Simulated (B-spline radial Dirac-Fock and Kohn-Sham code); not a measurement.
Relativistic shifts of the levels of Tl⁵¹⁺

System: the Tl⁵¹⁺ ion in the configuration 1s2 2s2 2p6 3s2 3p6 3d10 4s2.

Both columns are ΔSCF binding energies of the configuration average from an atomic code on a B-spline grid: non-relativistic Hartree-Fock with a point nucleus, and Dirac-Fock with a finite nucleus and the Coulomb interaction alone, averaged over the two j levels with weights 2j+1.

```tsv
shell	Hartree-Fock (eV)	Dirac-Fock (eV)	shift (eV)	shift (%)
1s	80324.5	88869.9	+8545.37	+10.64
2s	15890.3	18226.8	+2336.56	+14.70
2p	15384.5	16199.3	+814.75	+5.30
3s	5751.5	6384.4	+632.86	+11.00
3p	5516.6	5775.4	+258.86	+4.69
3d	5099.7	5107.5	+7.72	+0.15
4s	2870.3	3099.6	+229.29	+7.99
```

Relativity binds 1s, 2s, 2p, 3s, 3p, 3d, 4s more strongly, among those listed most of all 2s in relative terms.

Values without a named source are computed, but for edge energies of neutral atoms, which are taken from tables.
